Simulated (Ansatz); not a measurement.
Relaxation of ClFGeH$_{2}$O (6 atoms, charge 0, multiplicity 1), to a largest force component of 0.03 eV/Å in at most 50 steps.

The calculation used RHF/def2-SVP (Ansatz).

```xyz
6
Properties=species:S:1:pos:R:3
Ge 0.181 -0.004 0.028
F 0.494 -0.024 1.685
H 1.682 0.032 -0.149
O -0.742 1.375 -0.453
H -1.633 1.230 -0.737
Cl -0.876 -1.763 -0.550
```

Question: Where does it end, and by what steps?

Answer: It converged. The force dipped under the threshold on the way, but the program's further checks kept it going. After 10 steps the energy has fallen by 0.453 eV; F2 moved furthest, 0.38 Å.

| step | energy less start (eV) | largest force component (eV/Å) | accepted |
| --- | --- | --- | --- |
| 0 | 0.0000 | 1.783 | yes |
| 1 | -0.3834 | 0.454 | yes |
| 2 | -0.4173 | 0.498 | yes |
| 3 | -0.4347 | 0.106 | yes |
| 4 | -0.4385 | 0.668 | yes |
| 5 | -0.4072 | 2.075 | no |
| 6 | -0.4495 | 0.225 | yes |
| 7 | -0.4526 | 0.018 | yes |
| 8 | -0.4523 | 0.243 | no |
| 9 | -0.4529 | 0.040 | yes |
| 10 | -0.4529 | 0.011 | yes |

```xyz
6
Properties=species:S:1:pos:R:3
Ge 0.233 -0.033 0.031
F 0.122 0.035 1.738
H 1.676 0.031 -0.397
O -0.649 1.308 -0.613
H -1.572 1.383 -0.420
Cl -0.704 -1.877 -0.516
```

The run took 19 s on 1 thread of Intel(R) Xeon(R) Platinum 8488C (Sapphire Rapids), with other jobs on the host, peak memory 0.19 GiB.
